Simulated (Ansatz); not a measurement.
F6Si2, triplet, at the geometry of the source list (a higher spin typed on purpose: for a closed-shell molecule this is an excited state); BLYP/STO-3G run with Ansatz (a first-principles code).

The Ansatz input:
Ansatz 0.2 input:
```yaml
crystal:
  periodic: [false, false, false]
  atoms:
    - {symbol: F, position_ang: [1.90460000, -0.27700000, -1.23620000]}
    - {symbol: Si, position_ang: [1.11560000, -0.06470000, 0.11950000]}
    - {symbol: F, position_ang: [1.77810000, 1.22330000, 0.75800000]}
    - {symbol: F, position_ang: [1.60380000, -1.25280000, 1.04440000]}
    - {symbol: Si, position_ang: [-1.11560000, 0.06470000, -0.11950000]}
    - {symbol: F, position_ang: [-1.60380000, 1.25280000, -1.04440000]}
    - {symbol: F, position_ang: [-1.77810000, -1.22330000, -0.75800000]}
    - {symbol: F, position_ang: [-1.90460000, 0.27700000, 1.23620000]}
basis:
  gaussian:
    orbitals: STO-3G
hamiltonian:
  xc: blyp
magnetization: {spin_polarized: false, initial_magnetization: 2}
```

The log (banner, timings and long lists left out):

```
Functional definition: BLYP
624 factors; integrals over basis functions are off by at most 3.2e-5 eV
mean field evaluation 1: about -31621.3956 eV, gradient 3.3e1 eV
mean field evaluation 2: about -31621.3946 eV, gradient 3.3e1 eV
mean field evaluation 4: about -31625.9933 eV, gradient 1.4e0 eV
mean field evaluation 8: about -31626.0005 eV, gradient 1.4e-1 eV
mean field evaluation 16: about -31626.0005 eV, gradient 2.1e-5 eV
mean field evaluation 32: about -31377.8303 eV, gradient 2.3e2 eV
mean field evaluation 64: about -31624.7100 eV, gradient 3.3e0 eV
mean field evaluation 96: about -31623.8519 eV, gradient 1.0e1 eV
mean field evaluation 128: about -31625.7694 eV, gradient 6.1e0 eV
mean field evaluation 160: about -31624.7750 eV, gradient 1.8e-2 eV
mean field -31626.00054939 eV, -1162.2340833170 hartree, gradient 1.8e-5 eV, S^2 2.000000; 8 other end points of the search recorded, 0 dependent functions left out
reference -31626.00074061 eV, -1162.2340903443 hartree; 42, 40 occupied and 6, 8 virtual orbitals, 624 factors
Total energy: -31626.00074061 eV, -1162.2340903443 hartree
```
